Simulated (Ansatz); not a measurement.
Basis-set extrapolation for CH3F3SSi (`F[Si](F)(F)CS`) (PBE0-D4/def2-TZVP geometry, frozen core, the Gaussian-basis code of Ansatz). Multiplicity 1, RHF reference.

```
                       def2-TZVPP    def2-QZVPP
                 HF  -1024.801098  -1024.838598
    MP2 correlation     -1.205088     -1.314907
CCSD(T) correlation     -1.276879       not run
```

Energies in hartree. Use E(X) = E(∞) + A·exp(−7.88·√X) for Hartree–Fock and E(X) = E(∞) + B·X^(−2.97) for correlation, with X = 3 and 4, and add CCSD(T) minus MP2 of the smaller set to the MP2 limit.

Task: What is the CCSD(T) energy at the basis-set limit?

Result: HF limit: -1024.838598 + (-0.037500) × 0.13774 = -1024.84376. MP2 limit: -1.314907 + (-0.109819) × 0.74074 = -1.39625. Higher-order term: -1.276879 − (-1.205088) = -0.07179. Total: -1026.31180 hartree, 6.36 eV below CCSD(T)/def2-TZVPP.
